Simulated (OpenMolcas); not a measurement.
Consider [Cu2(μ-Br)2(NH3)4]2+, a planar model complex in vacuum (2 bridging Br, bridge angle 84°, metal-metal distance 3.38 Å, Cu–Br 2.52 Å; typed geometry, not optimised).

```xyz
20

Cu    -1.6889     0.0000     0.0000
Cu     1.6889     0.0000     0.0000
Br     0.0000     1.8757     0.0000
Br     0.0000    -1.8757     0.0000
N     -3.1243     1.4354     0.0000
H     -3.4061     1.7172     0.9389
H     -2.8312     2.2922    -0.4695
H     -3.9811     1.1423    -0.4694
N     -3.1243    -1.4354     0.0000
H     -3.4061    -1.7172     0.9389
H     -3.9811    -1.1423    -0.4695
H     -2.8312    -2.2922    -0.4694
N      3.1243     1.4354     0.0000
H      3.4061     1.7172     0.9389
H      3.9811     1.1423    -0.4695
H      2.8312     2.2922    -0.4694
N      3.1243    -1.4354     0.0000
H      3.4061    -1.7172     0.9389
H      2.8312    -2.2922    -0.4695
H      3.9811    -1.1423    -0.4694
```

Q: Give the energies of the total-spin states at CASSCF(2,2) on the singly occupied d orbitals (ANO-RCC-VDZP on Cu, N and ANO-RCC-VDZ on Br, H, scalar-relativistic DKH2, RICD, no spin-orbit coupling, OpenMolcas), and the exchange constant.

A: Local spins 1/2 and 1/2.

```json
[
 {"total S": "1", "E (cm⁻¹)": "0.0", "natural occupations, lowest and highest": "1.000, 1.000"},
 {"total S": "0", "E (cm⁻¹)": "3.9", "natural occupations, lowest and highest": "0.982, 1.018"}
]
```

J = 2.0 cm⁻¹ (ferromagnetic).

J is defined by H = −2J S1·S2, so negative values are antiferromagnetic. Wave-function values come from the highest and lowest total spin; broken-symmetry values use Yamaguchi's formula with the computed ⟨S²⟩. The active space holds the singly occupied metal orbitals alone, without bridging-ligand orbitals. No row is a measured value.
